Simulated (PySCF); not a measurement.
# $^{33}$S chemical shifts

Level of theory: geometry: GFN2-xTB, NMR shieldings at PBE0/pcSseg-1/GIAO, in PySCF 2.14.0 with density-fitted response routines (equivalent nuclei averaged, non-relativistic, isolated molecule, single conformer).

Shieldings were converted by a linear fit to measured shifts: $^{33}$S: δ = 158.28 − 0.937σ (rms 33.3 ppm, 20 shifts vs sulfate, solution or neat liquid). Occasional misses reach two or three times the rms, and more in compound classes unlike the fitted ones.

**Question.** Give the $^{33}$S shifts of `CSCP(C)C`, `CCC[P@@H](C)=S`, `CC[P@@]1(=S)C[C@H]1[SiH3]`.

**Answer.** 
| compound | environment | δ (ppm) |
| --- | --- | --- |
| CSCP(C)C | sulfide sulfur | -383 |
| CCC[P@@H](C)=S | sulfur bonded to P | -575 |
| CC[P@@]1(=S)C[C@H]1[SiH3] | sulfur bonded to P | -612 |

**Question.** Match the shifts -383, -548, -611 ppm to `CCP(C)(C)=S`, `CSCP(C)C`, `CC(C)[P@@H](C)=S`.

**Answer.** -383: CSCP(C)C (sulfide sulfur); -548: CCP(C)(C)=S (sulfur bonded to P); -611: CC(C)[P@@H](C)=S (sulfur bonded to P).
